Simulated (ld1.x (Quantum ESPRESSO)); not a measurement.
## Varying the ultrasoft potential for zinc

Base potential:

Zn, ultrasoft, made with ld1.x (Quantum ESPRESSO) 7.5 (BP86, scalar-relativistic). Core [Ar], reference 3d10 4s1 4p1. Waves: 4s (bound): rcut 1.50, rcutus 1.65 bohr; 4s channel at 0.35 Ry: rcut 1.50, rcutus 1.65 bohr; 4p (bound): rcut 2.70, rcutus 3.25 bohr; 4p channel at 1.9 Ry: rcut 2.70, rcutus 3.25 bohr; 3d (bound): rcut 0.60, rcutus 0.80 bohr; 3d channel at 0.05 Ry: rcut 0.60, rcutus 0.80 bohr. Local part: all-electron potential smoothed inside 1.85 bohr (lloc = -1). Core correction: Bessel-smoothed model core inside 0.45 bohr. Augmentation charge: built from norm-conserving waves at rcut, not smoothed further.

Cutoffs, loose and tight: the cutoffs (Ry, on a coarse ladder) from which the occupation-weighted sum of valence levels, in a spherical-Bessel basis at the reference potential, stays within 10 and 1 mRy of its value at 400 Ry. They do not see the model core or the augmentation charge, which bear on the density cutoff. Test errors are all-electron minus pseudo excitation energies from the reference, over the configurations 3d10 4s2 4p0; 3d10 4s1 4p0; 3d10 4s0 4p0; 3d8 4s0 4p0; 3d9 4s0 4p0; 3d10 4s0 4p2; 3d10 4s0 4p1. A dash means not determined; rows that change the core or the reference have their own tests. The largest error is taken over the tests solved by every variant that gives reliable tests at all: 3d10 4s0 4p0; 3d10 4s0 4p2; 3d10 4s1 4p0; 3d8 4s0 4p0; 3d9 4s0 4p0.

A true bound ghost makes a file unfit for plane-wave use even where its test errors are small: the radial tests pick states by their node count and pass the ghost by. Where a test does run into it, the solver fails or the error is huge.

Cutoffs are not given where the Bessel-basis levels miss the radial ones by over 6 mRy, ghosts where they miss by over 20 mRy; a channel whose overlap is not positive is not tested.

A file whose overlap is not positive is unfit for use, and its test errors describe a broken file.

```tsv
change	outcome	bound ghosts	largest test error (meV)
base	generated	s	-804
local potential all-electron potential smoothed inside 1.44 bohr (lloc = -1)	generated, overlap not positive	s (p not tested, overlap not positive)	-780
local potential all-electron potential smoothed inside 1.74 bohr (lloc = -1)	generated	s	-793
local potential all-electron potential smoothed inside 2.08 bohr (lloc = -1)	generated	s	-826
local potential all-electron potential smoothed inside 3.02 bohr (lloc = -1)	generated	not determined	-1047
local potential all-electron potential smoothed inside 3.30 bohr (lloc = -1)	generated	not determined	-1169
local potential all-electron potential smoothed inside 3.74 bohr (lloc = -1)	generated, overlap not positive	not determined (overlap not positive)	test run stopped at test 1 of 7 (negative rho)
```

(1) What comes out with this change to the base: local potential all-electron potential smoothed inside 2.46 bohr (lloc = -1)?

Results:

(1) outcome: generated; bound ghosts: not determined; largest test error (meV): -894.

Reading the sweep of the rcloc (base included, trends over the rows without a ghost): Bound ghosts are found at 1.44, 1.74, 1.85, 2.08 bohr. Every judged row has one, so this setting neither creates nor removes them.
